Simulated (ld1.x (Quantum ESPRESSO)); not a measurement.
Before and after: ultrasoft potential for Ti

titanium (Ti), ultrasoft, made with ld1.x (Quantum ESPRESSO) 7.5 (PBE, scalar-relativistic). Core [Ne], reference 3s2 3p6 3d2 4s2 4p0. Waves: 3s (bound): rcut 1.45, rcutus 1.70 bohr; 4s (bound): rcut 1.45, rcutus 1.70 bohr; 3p (bound): rcut 1.65, rcutus 2.10 bohr; 4p (bound, empty): rcut 1.65, rcutus 2.10 bohr; 3d (bound): rcut 1.45, rcutus 1.90 bohr; 3d channel at 3.75 Ry: rcut 1.45, rcutus 1.90 bohr. Local part: all-electron potential smoothed inside 1.95 bohr (lloc = -1). Core correction: a·sin(br)/r model core, default radius (core density twice the valence density). Augmentation charge: PSQ, radius 1.65 bohr.

Change: waves 3s (bound): rcut 1.44, rcutus 1.52 bohr; 4s (bound): rcut 1.44, rcutus 1.52 bohr.

Cutoffs: the cutoffs (Ry, on a coarse ladder) from which the occupation-weighted sum of valence levels, in a spherical-Bessel basis at the reference potential, stays within 10 and 1 mRy of its value at 400 Ry; they do not see the model core or the augmentation charge, which bear on the density cutoff. Errors are all-electron minus pseudo energies relative to the spin-unpolarised reference configuration.

How do hardness, ghosts and transferability respond?

The potential gets neither clearly harder nor softer (30 Ry and 45 Ry → 30 Ry and 45 Ry); the d channel sets the loose cutoff, while the largest relative change is in s, which becomes softer; of the 6 tests that both files solve, the error grows in 1 and shrinks in 4 by more than 15 % and 0.3 meV (median size 24.7 → 7.4 meV); the range in which the s phases agree widens (upper end 2.5 → at the end of the scan); neither file shows a bound ghost at the reference potential, the only one tested.

| quantity | base | changed |
| --- | --- | --- |
| cutoff, loose | 30 Ry | 30 Ry |
| cutoff, tight | 45 Ry | 45 Ry |
| loose cutoff by channel (10 mRy a level) | s 25 Ry, p 15 Ry, d 25 Ry | s 18 Ry, p 15 Ry, d 25 Ry |
| bound ghosts | none | none |
| tests counted (converged, no solver errors) | 6 of 7 | 6 of 7 |
| error for 3s2 3p6 3d2 4s1 4p0, meV [ΔE 7.35 eV] | -2.7 | -1.5 |
| error for 3s2 3p6 3d2 4s0 4p0, meV [ΔE 20.92 eV] | -29 | -13 |
| error for 3s2 3p6 3d1 4s0 4p0, meV [ΔE 47.87 eV] | +59 | +83 |
| error for 3s2 3p6 3d3 4s0 4p0, meV [ΔE 7.39 eV] | -20 | +2.1 |
| error for 3s2 3p6 3d2 4s0 4p2, meV [ΔE 6.29 eV] | -174 | -125 |
| error for 3s2 3p6 3d2 4s1.5 4p0, meV [ΔE 2.94 eV] | -0.4 | -0.3 |
| s: phases at 2.29 bohr within 0.05 rad from the reference energy up to (Ry; the scan ends near 5) | 2.5 | to the end of the scan |
| p: phases at 2.29 bohr within 0.05 rad from the reference energy up to (Ry; the scan ends near 5) | 1.1 | 1.1 |
| d: phases at 2.29 bohr within 0.05 rad from the reference energy up to (Ry; the scan ends near 5) | to the end of the scan | to the end of the scan |
| lowest overlap eigenvalue by channel | s 0.03, p 0.10, d 0.89 | s 0.24, p 0.10, d 0.89 |

Base: Tests not counted: 3s2 3p6 3d0 4s0 4p0 (solver errors, printed error -686 eV). Changed file: Tests not counted: 3s2 3p6 3d0 4s0 4p0 (solver errors, printed error -684 eV).
